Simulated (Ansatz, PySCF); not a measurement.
Noncovalent pair: HF (SMILES F) (first 2 atoms) with CH2O2 (SMILES O=CO); geometry from B3LYP-D3(BJ)/def2-TZVP, rigid monomers moved along the line of their centres of mass till H2···O3 is 1.88 Å.
(charge 0, multiplicity 1):
```xyz
7

F      0.39017     0.00140     0.46205
H     -0.15532    -0.47250     1.09499
O     -0.72340    -0.77777     2.86123
C     -0.14205    -0.02820     3.61875
O      0.75846     0.87305     3.27065
H     -0.31284    -0.02590     4.69946
H      0.88618     0.84335     2.29591
```

Interaction energies are E(AB) − E(A) − E(B) at the monomers' geometry in the complex; basis-set methods are counterpoise corrected.

Cores are frozen in the correlated methods. Rows in 6-31G* carry no dispersion term and start afresh at each structure (6-31G* with six Cartesian d functions).

The values were computed with Ansatz (a program for electronic structure) with Gaussian orbitals; PySCF for 6-31G* rows. 

Task: What interaction energy does PBE/def2-TZVPPD give?

Result: -11.4 kcal/mol
